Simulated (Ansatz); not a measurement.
Geometry optimisation, Ansatz, RKS PBE/def2-SVP.

The input (input.yaml):

```yaml
crystal:
  periodic: [false, false, false]
  atoms:
    - { symbol: Sn, position_ang: [0.0, 0.0, 0.0] }
    - { symbol: H, position_ang: [0.0, 0.0, 2.09] }
    - { symbol: O, position_ang: [1.8483, 0.0, -0.6527] }
    - { symbol: H, position_ang: [2.1646, -0.9521, -0.7693] }
    - { symbol: O, position_ang: [-0.9232, 1.5994, -0.6527] }
    - { symbol: H, position_ang: [-1.881, 1.3686, -0.8751] }
    - { symbol: O, position_ang: [-0.9232, -1.5994, -0.6527] }
    - { symbol: H, position_ang: [-1.3778, -2.065, 0.1197] }
    - { symbol: O, position_ang: [1.1853, 1.7874, 0.7126] }
    - { symbol: H, position_ang: [1.9622, 1.4737, 1.2766] }
    - { symbol: H, position_ang: [0.588, 0.8867, 1.9402] }
basis:
  gaussian: { orbitals: def2-SVP }
hamiltonian:
  xc: pbe
relax:
  f_tol: 0.15
  max_steps: 25
  restrain:
    - { distance: [0, 8], at: 3.16, k: 30.0 }
    - { distance: [10, 1], at: 1.86, k: 30.0 }
    - { distance: [0, 1], at: 1.74, k: 30.0 }
    - { distance: [10, 8], at: 1.01, k: 30.0 }
```

Run as:

```bash
$ ansatz run input.yaml --threads 2 --pin off --max-ram 3072MiB --backend cpu --events-out ev --progress --plain --runs-dir out
```

**Question.** Where does it end, and by what steps?

**Answer.** It converged. The restraints hold the end off the free minimum. After 12 steps the energy has fallen by 3.114 eV (the restraints' own energy left out); O9 moved furthest, 1.05 Å. Parted: Sn1–O9 (2.26 → 3.15 Å). Joined: O9–H11 (1.64 → 0.99 Å).

```csv
step,energy less start (eV),largest force component (eV/Å),accepted
0,0.0000,3.914,yes
1,-0.4390,4.101,yes
2,-1.3483,5.522,yes
3,-2.1633,4.951,yes
4,-2.5864,2.786,yes
5,-2.8259,2.420,yes
6,-2.9371,2.007,yes
7,-3.0518,0.844,yes
8,-3.0791,0.689,yes
9,-3.1099,0.545,yes
10,-2.9929,2.125,no
11,-3.1085,0.812,no
12,-3.1140,0.595,yes
```

```xyz
11
Properties=species:S:1:pos:R:3
Sn -0.279 -0.023 0.145
H -0.265 0.155 1.873
O 1.680 -0.059 -0.334
H 1.827 -0.656 -1.098
O -1.251 1.440 -0.798
H -1.779 1.030 -1.515
O -1.044 -1.712 -0.630
H -1.272 -2.336 0.088
O 1.650 1.968 1.641
H 2.161 1.437 0.988
H 1.215 1.255 2.176
```

The run took 12 s on 2 threads of AMD EPYC 9R45 (Zen 5), on a shared host, peak memory 0.17 GiB.
